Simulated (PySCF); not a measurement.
# Two-component Hartree-Fock for Sr(36+) (strontium, charge +36)

Start: 1s2. Calculated with PySCF 2.14 in an uncontracted even-tempered set (15 s from 63 bohr⁻², ratio 2.4; 10 p from 81 bohr⁻², ratio 2.4; 3 d from 260 bohr⁻², ratio 2.6; 3 f from 380 bohr⁻², ratio 2.6): generalised Hartree-Fock with the X2C-1e Hamiltonian and a Gaussian nucleus; one run each with spin-orbit coupling (SO) switched off, then screened by Boettger's factors.

```csv
spinor shell,electrons,"ε, spin-free (eV)","ε, screened SO (eV)",weight of nominal j (screened SO),"rms radius, screened SO (bohr)"
1s1/2,2,-19368.9,-19368.9,1.000,0.0446
```

```csv
quantity,spin-free,screened SO
E (hartree),-1448.15402,-1448.15402
M_J,0,0
⟨J²⟩,0.000,0.000
⟨L²⟩,0.000,0.000
⟨S²⟩,0.000,0.000
```

Breit and QED terms are absent; they matter most for the inner s and p1/2 levels.

Densities and radii are taken from the X2C orbitals without a picture-change correction, which distorts them close to the nucleus.

Without spin-orbit coupling the j labels of p, d and f shells carry no meaning; the spin-free column gives the mean over the occupied spinors of each nl shell.
